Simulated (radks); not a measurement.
All-electron atom: Au II in [Xe] 4f14 5d10. Method: scalar-relativistic Kohn-Sham, r2SCAN, spin-polarised, spherical densities, finite nucleus; meta-GGA in the generalised Kohn-Sham scheme; Fermi nuclear charge, rms radius 5.4371 fm; computed with a radial shooting solver on a logarithmic mesh with Libxc functionals. Some entries of the table are withheld. Estimate them.

| orbital | occ. | eigenvalue (eV) | r(max) (bohr) | <1/r> (bohr^-1) |
|---|---|---|---|---|
| 1s | 2 | -80851.81 | 0.01042 | 95.71 |
| 2s | 2 | -14300.87 | 0.06015 | 22.46 |
| 2p | 6 | -12363.86 | 0.04981 | 19.97 |
| 3s | 2 | -3392.745 | 0.1695 | (1) |
| 3p | 6 | (2) | 0.1689 | 7.601 |
| 3d | 10 | (3) | (4) | 7.143 |
| 4s | 2 | -749.3607 | (5) | 3.563 |
| 4p | 6 | -563.5015 | (6) | 3.221 |
| 4d | 10 | -339.0319 | 0.4104 | 2.886 |
| 5s | 2 | -118.9247 | 0.8494 | 1.451 |
| 4f | 14 | -90.3343 | 0.3766 | 2.461 |
| 5p | 6 | -69.8909 | 0.9537 | 1.231 |
| 5d | 10 | -15.4646 | 1.212 | 0.8446 |

Answer. 
(1) 3s <1/r> (bohr^-1): 8.338
(2) 3p eigenvalue (eV): -2828.382
(3) 3d eigenvalue (eV): -2223.740
(4) 3d r(max) (bohr): 0.1378
(5) 4s r(max) (bohr): 0.3827
(6) 4p r(max) (bohr): 0.4026
